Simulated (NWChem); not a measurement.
## Correlation energy of Sb

SMILES: [Sb]
```xyz
1

Sb     0.0000     0.0000     0.0000
```
Charge 0, spin multiplicity 4.

Program: NWChem.

Basis set: def2-QZVP. Each correlation energy counts from its own Hartree-Fock reference.

Effective core potentials replace the inner electrons of Sb; spin-orbit coupling is left out. The correlated methods keep 4 core orbitals frozen. The stability of the SCF solutions was not checked. Open-shell Hartree-Fock references start from PBE0 orbitals. Coupled-cluster values serve here as a point of comparison, not as the truth.

Task: Order these methods by the correlation energy they give, lowest first: UMP2, SCS-UMP2, CCSD on ROHF, CCSD[T] on ROHF.

Result: UMP2 (-519.5 mHa), CCSD[T] on ROHF (-494.8 mHa), CCSD on ROHF (-483.8 mHa), SCS-UMP2 (-450.6 mHa)
